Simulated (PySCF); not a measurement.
C4H7O, SMILES C[CH]C(C)=O, multiplicity 2. Atoms are numbered in the order given.

```xyz
12

C     -2.0128     0.3707    -0.0418
C     -0.6581     0.4383     0.5611
C      0.4968    -0.1490    -0.0932
C      1.8441    -0.0286     0.6005
O      0.3850    -0.7276    -1.1803
H     -1.9701    -0.1677    -0.9985
H     -2.4236     1.3832    -0.2102
H     -2.7233    -0.1400     0.6339
H     -0.5211     0.9437     1.5243
H      1.8114    -0.4932     1.5997
H      2.6106    -0.5242    -0.0086
H      2.1158     1.0305     0.7417
```
Charge 0, spin multiplicity 2.

Coordinates come from a TPSSh-D3(BJ)/def2-SVP optimisation. The isomer is the one that the SMILES or the coordinates give; other isomers of the formula were not compared. Other conformers were not sampled.

Computed with PySCF with PBE/def2-TZVP.

Atomic charges (e):

```
atom  Löwdin  Mulliken  Mulliken spin
----  ------  --------  -------------
C1     -0.31     -0.34          -0.04
C2     -0.09     -0.10           0.77
C3     -0.41      0.16          -0.02
C4     -0.28     -0.36           0.00
O5       ___     -0.29           0.25
H6       ___      0.16           0.00
H7       ___      0.13           0.04
H8       ___      0.13           0.04
H9       ___      0.12          -0.03
H10      ___      0.12           0.00
H11      ___      0.13           0.00
H12      ___      0.12           0.00
```

### Question
Fill in the missing entries. (The exact figures need the calculation; the answer reports its results.)

### Answer

- O5, Löwdin: 0.12
- H6, Löwdin: 0.14
- H7, Löwdin: 0.14
- H8, Löwdin: 0.14
- H9, Löwdin: 0.14
- H10, Löwdin: 0.14
- H11, Löwdin: 0.13
- H12, Löwdin: 0.14

Computed Mayer and Wiberg (Löwdin basis) orders of the bonds:
```csv
bond,Mayer,Wiberg
C1–C2,1.05,1.41
C2–C3,1.18,1.43
C3–C4,0.98,1.24
C3–O5,1.99,2.50
C1–H6,0.95,0.88
C1–H7,0.94,0.87
C1–H8,0.94,0.87
C2–H9,0.93,0.86
C4–H10,0.94,0.89
C4–H11,0.97,0.90
C4–H12,0.94,0.89
```
